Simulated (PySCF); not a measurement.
(E)-1-bromo-2-chloro-1-fluoroethene (C2HBrClF), SMILES Cl/C=C(\F)Br.

Coordinates come from a ωB97X-D3(BJ)/def2-SVP optimisation.

These are PBE/def2-TZVP (PySCF) values and carry that method's errors.

Symmetry labels are those of the subgroup Cs that the program uses (full group Cs).

**Question.** List the valence orbital energies around the gap with their symmetry. (The exact figures need the calculation; the answer reports its results.)

**Answer.** 
```csv
orbital,symmetry,energy (eV)
HOMO−7,A",-12.26
HOMO−6,A',-11.08
HOMO−5,A',-9.77
HOMO−4,A",-9.24
HOMO−3,A",-8.25
HOMO−2,A',-7.89
HOMO−1,A',-7.78
HOMO,A",-6.13
LUMO,A',-1.60
LUMO+1,A",-1.43
LUMO+2,A',-0.20
LUMO+3,A',0.67
```
